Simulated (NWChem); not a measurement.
## silylarsine (H5AsSi)

SMILES: [SiH3][AsH2]
```xyz
7

Si     1.5569    -0.2999     0.0000
As    -0.7829     0.2106     0.0000
H      2.1686     0.3168     1.2132
H      2.1686     0.3168    -1.2132
H      1.8473    -1.7633     0.0000
H     -1.0721    -0.8105     1.1036
H     -1.0721    -0.8105    -1.1036
```
Charge 0, spin multiplicity 1.

All runs are NWChem calculations. Structure: optimised with B3LYP/def2-SVP, a minimum by its harmonic frequencies.

Symmetry labels belong to the abelian group Cs used in the runs, with the axes of the coordinates shown.

The Hamiltonian is non-relativistic.

Question: List the lowest 3 singlet excitations that TD-PBE0/def2-SVP gives, with oscillator strengths.

Answer: 
```csv
state,symmetry,energy (eV),wavelength (nm),f
1,a",6.72,185,0.019
2,a',7.04,176,0.234
3,a',7.14,174,0.033
```
